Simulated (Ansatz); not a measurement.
Start from `[O]=[W]([F])([F])([Cl])[Cl]` and change one element to get `[F][W]([F])(=[S])([Cl])[Cl]`.

Ansatz, PBE0-D4/def2-TZVP geometries, multiplicity 1. 

Elements past krypton have def2 core potentials.

```json
{"property": "size of the dipole moment (B3LYP/def2-TZVPP) / D", "`[O]=[W]([F])([F])([Cl])[Cl]`": "0.94"}
{"property": "HOMO–LUMO gap (B3LYP/def2-TZVPP) / eV", "`[O]=[W]([F])([F])([Cl])[Cl]`": "4.62"}
{"property": "LUMO energy (PBE/def2-TZVPP) / eV", "`[O]=[W]([F])([F])([Cl])[Cl]`": "-5.13"}
{"property": "HOMO energy (PBE/def2-TZVPP) / eV", "`[O]=[W]([F])([F])([Cl])[Cl]`": "-8.19"}
{"property": "HOMO–LUMO gap (PBE0/def2-TZVPP) / eV", "`[O]=[W]([F])([F])([Cl])[Cl]`": "5.09"}
{"property": "HOMO energy (ωB97M-V/def2-TZVPP) / eV", "`[O]=[W]([F])([F])([Cl])[Cl]`": "-11.79"}
```

Task: Give the same properties after the change, and the shifts. (Best estimate.)

Result: Computed: 
| property | `[F][W]([F])(=[S])([Cl])[Cl]` | shift |
| --- | --- | --- |
| size of the dipole moment (B3LYP/def2-TZVPP) / D | 1.15 | 0.21 |
| HOMO–LUMO gap (B3LYP/def2-TZVPP) / eV | 4.42 | -0.20 |
| LUMO energy (PBE/def2-TZVPP) / eV | -4.86 | 0.27 |
| HOMO energy (PBE/def2-TZVPP) / eV | -7.77 | 0.42 |
| HOMO–LUMO gap (PBE0/def2-TZVPP) / eV | 4.86 | -0.23 |
| HOMO energy (ωB97M-V/def2-TZVPP) / eV | -11.12 | 0.67 |

With PBE0 the HOMO rises by 0.56 eV and the LUMO rises by 0.32 eV, so the gap narrows by about 0.24 eV. PBE moves the HOMO by 0.42 eV and ωB97M-V by 0.67 eV. Dipoles are sizes alone; their direction can turn.

B3LYP here is the variant with VWN-RPA as its local correlation; programs differ in this.
